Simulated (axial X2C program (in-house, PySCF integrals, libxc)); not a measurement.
ZnSb⁺ along the bond: PBE0, with spin–orbit coupling

Computed with an in-house all-electron X2C program for linear molecules (integrals from PySCF). Two-component (2c) means X2C with spin–orbit coupling and atomic mean-field two-electron Coulomb and Gaunt terms. Basis: Sb dyall-v3z [11s12p8d1f], Zn dyall-v3z [9s10p6d3f2g] (cores contracted in-house); Gaussian nuclei, density fitting, unrestricted open shells. Masses: Sb 120.904 u, Zn 63.929 u.

State: Ω = 1 (⟨Sz⟩ = 0.98, ⟨Lz⟩ = 0.02 at PBE0). Dipoles are positive if Zn is the positive end and refer to the centre of mass.

```json
{"R (Å)": "2.277", "μ (D)": "3.325", "HOMO (eV)": "-12.04", "LUMO (eV)": "-9.06"}
{"R (Å)": "2.381", "μ (D)": "3.370", "HOMO (eV)": "-11.92", "LUMO (eV)": "-8.98"}
{"R (Å)": "2.460", "μ (D)": "3.382", "HOMO (eV)": "-11.85", "LUMO (eV)": "-8.97"}
{"R (Å)": "2.538", "μ (D)": "3.375", "HOMO (eV)": "-11.78", "LUMO (eV)": "-8.98"}
{"R (Å)": "2.617", "μ (D)": "3.351", "HOMO (eV)": "-11.73", "LUMO (eV)": "-9.01"}
{"R (Å)": "2.709", "μ (D)": "3.301", "HOMO (eV)": "-11.68", "LUMO (eV)": "-9.06"}
{"R (Å)": "2.800", "μ (D)": "3.232", "HOMO (eV)": "-11.65", "LUMO (eV)": "-9.11"}
{"R (Å)": "2.918", "μ (D)": "3.122", "HOMO (eV)": "-11.62", "LUMO (eV)": "-9.18"}
{"R (Å)": "3.062", "μ (D)": "2.965", "HOMO (eV)": "-11.60", "LUMO (eV)": "-9.28"}
{"R (Å)": "3.271", "μ (D)": "2.735", "HOMO (eV)": "-11.59", "LUMO (eV)": "-9.42"}
```

Problem. The minimum lies at 2.608 Å. What is the dipole moment there?

Solution. At PBE0, 2c, with the sign and origin stated: μ = 3.35 D.

One determinant describes the state; a PBE0 search over occupations chose it and may have missed a lower one. Density functionals use the spin component along the axis (collinear). PBE0 can misorder states that lie within some tenths of an eV, so this need not be the ground state of the molecule. The nearest other 2c determinant of the search, Ω = 0, lies 0.40 eV up at the distance of the search. With several unpaired electrons one determinant need not be a pure state. Open-shell Ω = 0 determinants with evenly filled partner blocks cannot be reached by this program, so the Ω shown need not be the lowest component. This is the Ω = 1 component of a π² triplet; the 0⁺ component is not one determinant and can lie lowest.
